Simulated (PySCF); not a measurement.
A series of derivatives of CC=C[SiH2]NC

Parent skeleton `[CH3:1][CH:2]=[CH:3][SiH2:4][NH:5][CH3:6]`; one hydrogen on atom 4 is replaced by X. Hydrogens on one atom are averaged.

Averaged over atoms made equivalent by symmetry, fast rotation or ring inversion, non-relativistic, no solvent, one computed conformer. Geometry: GFN2-xTB; shieldings: GIAO PBE0/pcSseg-1; PySCF 2.14.0 with density-fitted response routines.

Scale: 13C and 29Si and 1H vs TMS; 15N against NH3 (reference shieldings calculated alike).

Parent (X = H): C1 27.1, C2 153.5, C3 129.8, Si4 -43.0, N5 9.6, C6 32.5, H(C1) 2.00, H(C2) 6.55, H(C3) 5.81 ppm. Effects are Δδ = δ(X) − δ(H), positive for deshielding.

Q: Give Δδ (ppm) for X = isopropenyl, CHCl2, propynyl, SH, CH2OCH3, CCl3, CONH2, OCOCH3, allyl.

A: 
```
          X                        SMILES    C1    C2    C3    Si4     N5    C6  H(C1)  H(C2)  H(C3)
isopropenyl        C=C(C)[Si@H](/C=C\C)NC  -4.0  +5.5  -1.2  +19.7  +14.6  -1.6  +0.40  +0.53  -0.23
      CHCl2      C/C=C\[Si@@H](NC)C(Cl)Cl  -1.8  +4.0  -1.0  +11.0   +4.5  -2.5  +0.04  +0.46  +0.03
   propynyl         CC#C[Si@@H](/C=C\C)NC  -3.2  +1.4  -0.3  -13.0  +14.7  -0.7  +0.10  +0.29  +0.04
         SH             C/C=C\[Si@H](S)NC  -2.4  +1.4  +2.6  +22.0  +28.9  -0.8  +0.05  +0.26  -0.09
    CH2OCH3           C/C=C/[Si@H](COC)NC  +0.0  +4.3  +5.8  +19.8   +8.6  -1.1  -0.03  +0.07  +0.18
       CCl3  C/C=C\[Si@@H](NC)C(Cl)(Cl)Cl  -1.4  +3.9  +2.3  +19.6  +13.0  -1.3  +0.07  +0.42  +0.21
      CONH2        C/C=C\[Si@H](NC)C(N)=O  -2.6  +9.2  -1.8  -11.3   +6.4  -2.1  +0.13  +0.63  +0.01
     OCOCH3      C/C=C/[Si@@H](NC)OC(C)=O  -0.1  +5.7  +3.8  +18.3  +17.1  -2.5  -0.01  +0.09  +0.10
      allyl          C=CC[Si@H](/C=C/C)NC  -0.4  +3.7  +0.0  +15.9   +6.9  -0.3  +0.02  -0.39  -0.32
```

Q: Which position responds most, and to which substituents?

A: Si4: from -13.0 ppm with propynyl to +22.0 ppm with SH.

Experimental scales use liquid or dissolved standards, which lie at an offset from isolated NH3 (liquid NH3: subtract about 20 ppm).
